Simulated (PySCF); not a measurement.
Isomers of C7H13F, mass 116.100 u with the commonest isotopes. Computed with PBE0/pcSseg-1 in PySCF (dipole) on a GFN2-xTB geometry, gas phase. One conformer each, none proved a minimum here; rigid rotors.

Question: Order these by dipole moment, smallest first.
A. `[CH3:1][C@@H:2]1[C@H:3]([CH3:4])[CH2:5][CH2:6][C@@H:7]1[F:8]` with C1–C2–C3–C4 -45°, C2–C3–C5–C6 39°, C3–C5–C6–C7 -23°, C5–C6–C7–F8 118°
B. `CC(C)(C)[C@@H]1C[C@H]1F`
C. `[CH2:1]=[C:2]([F:3])[CH2:4][C@H:5]([CH3:6])[CH2:7][CH3:8]` with C1–C2–C4–C5 -112°, C2–C4–C5–C6 -169°, C4–C5–C7–C8 -167°

Answer: C (1.53 D), A (1.71 D), B (1.89 D).

Question: Order these by rotational constant A, smallest first.
A. `CC(C)(C)[C@@H]1C[C@H]1F`
B. `[CH2:1]=[C:2]([F:3])[CH2:4][C@H:5]([CH3:6])[CH2:7][CH3:8]` with C1–C2–C4–C5 -112°, C2–C4–C5–C6 -169°, C4–C5–C7–C8 -167°
C. `[CH3:1][C@@H:2]1[C@H:3]([CH3:4])[CH2:5][CH2:6][C@@H:7]1[F:8]` with C1–C2–C3–C4 -45°, C2–C3–C5–C6 39°, C3–C5–C6–C7 -23°, C5–C6–C7–F8 118°

Answer: C (2362 MHz), B (2869 MHz), A (3271 MHz).

Question: Order these by rotational constant B, largest first.
A. `[CH2:1]=[C:2]([F:3])[CH2:4][C@H:5]([CH3:6])[CH2:7][CH3:8]` with C1–C2–C4–C5 -112°, C2–C4–C5–C6 -169°, C4–C5–C7–C8 -167°
B. `[C@@H]1(F)C[C@H]1C(C)(C)C`
C. `[CH3:1][C@@H:2]1[C@H:3]([CH3:4])[CH2:5][CH2:6][C@@H:7]1[F:8]` with C1–C2–C3–C4 -45°, C2–C3–C5–C6 39°, C3–C5–C6–C7 -23°, C5–C6–C7–F8 118°

Answer: C (2166 MHz), B (1305 MHz), A (1191 MHz).

```csv
SMILES,point group,Ia (u·Å²),Ib (u·Å²),Ic (u·Å²),κ,μa (D),μb (D),μc (D)
CC(C)(C)[C@@H]1C[C@H]1F,C1,154.50,387.13,416.37,-0.91,1.68,0.72,0.50
C[C@@H]1[C@H](C)CC[C@@H]1F,C1,214.01,233.35,315.21,0.48,0.95,0.36,1.38
C=C(F)C[C@H](C)CC,C1,176.14,424.19,485.05,-0.84,0.93,0.10,1.20
```
